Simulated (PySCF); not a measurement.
BrH3OSiZn. Atoms are numbered in the order given.

```xyz
7

Zn     0.1820     0.0868     0.0000
Br    -0.1218    -2.1176     0.0000
O      0.5226     1.8197     0.0000
Si    -0.2721     3.2674     0.0000
H     -1.1451     3.4187     1.2037
H      0.7230     4.3739     0.0000
H     -1.1451     3.4187    -1.2037
```
Charge 0, spin multiplicity 1.

Geometry: TPSSh-D3(BJ)/def2-SVP. The structure was generated by enumeration; whether it is a known compound was not checked. One conformer was computed; it need not be the lowest.

Level of theory: C-PCM-M06-2X/def2-SVP run with PySCF.

The values are the electrostatic part of the solvation free energy, E(continuum) − E(gas) at the gas-phase geometry, in a cavity of scaled van der Waals radii (PySCF's table); cavitation and dispersion terms are not included. A continuum can't describe solvent molecules that bind to the metal. In vacuum the orbital gap is 8.68 eV. The dipole moment in vacuum is 0.25 D.

Computed values in water (ε = 78.36), acetone (ε = 20.49), cyclohexanone (ε = 15.62):
```csv
solvent,ε,ΔG(elec) (kcal/mol),dipole (D),gap (eV)
water,78.36,-19.8,0.55,9.30
acetone,20.49,-18.9,0.53,9.27
cyclohexanone,15.62,-18.5,0.53,9.26
```
